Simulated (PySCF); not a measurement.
## Orbital picture of CdSi⁺

BP86 at R = 2.690 Å; basis Cd def2-SVP with ECP28, Si def2-SVP; scalar-relativistic core potentials; PySCF 2.14. State: ²Π (doublet), unpaired electrons π ↑. Only the outer orbitals are listed, counted within each symmetry, core potentials removing the inner ones.

| spin | orbital | occ. | ε (eV) | on Cd (%) | main shells (%) |
| --- | --- | --- | --- | --- | --- |
| α | 6σ | 1 | -18.98 | 84 | 83 Cd d, 14 Si s |
| α | 3π | 1 | -18.61 | 100 | 100 Cd d |
| α | 3π | 1 | -18.58 | 100 | 100 Cd d |
| α | 1δ | 1 | -18.47 | 100 | 100 Cd d |
| α | 1δ | 1 | -18.47 | 100 | 100 Cd d |
| α | 7σ | 1 | -17.14 | 22 | 78 Si s, 16 Cd d |
| α | 8σ | 1 | -12.35 | 63 | 62 Cd s, 30 Si p |
| α | 4π | 1 | -10.38 | 5 | 95 Si p |
| α | 4π | 0 | -10.09 | 6 | 94 Si p |
| α | 9σ | 0 | -9.27 | 49 | 51 Si p, 31 Cd s, 17 Cd p |
| α | 5π | 0 | -5.97 | 94 | 94 Cd p |
| β | 6σ | 1 | -18.90 | 91 | 90 Cd d |
| β | 3π | 1 | -18.61 | 100 | 100 Cd d |
| β | 3π | 1 | -18.57 | 100 | 100 Cd d |
| β | 1δ | 1 | -18.47 | 100 | 100 Cd d |
| β | 1δ | 1 | -18.47 | 100 | 100 Cd d |
| β | 7σ | 1 | -16.49 | 18 | 81 Si s, 9 Cd d |
| β | 8σ | 1 | -12.19 | 66 | 65 Cd s, 26 Si p, 9 Si s |
| β | 4π | 0 | -9.77 | 7 | 93 Si p |
| β | 9σ | 0 | -9.10 | 46 | 54 Si p, 26 Cd s, 20 Cd p |
| β | 4π | 0 | -8.83 | 12 | 88 Si p, 11 Cd p |

Q: Which are the highest filled and the lowest empty level, where do they sit, and how wide is the gap?

A: Highest filled α 4π at -10.38 eV (in %: 95 Si p); lowest empty α 4π at -10.09 eV (in %: 94 Si p); the gap at BP86 is 0.29 eV. Both belong to one degenerate shell, split only by its one-sided filling, so this is no excitation gap.

| Property | Result |
| --- | --- |
| bond order (Mayer) | 0.99 |
| ⟨S²⟩ | 0.755 |
| charge on Cd (Mulliken, basis-dependent) | 0.52 |
| charge on Cd (Löwdin, basis-dependent) | 0.44 |
| dipole moment (positive dipole points towards Si; it is taken about the centre of mass and depends on that origin) | 2.65 D |

Spin–orbit coupling is left out. The state is the lowest determinant that a PBE0 search found; another state may lie lower at other levels.
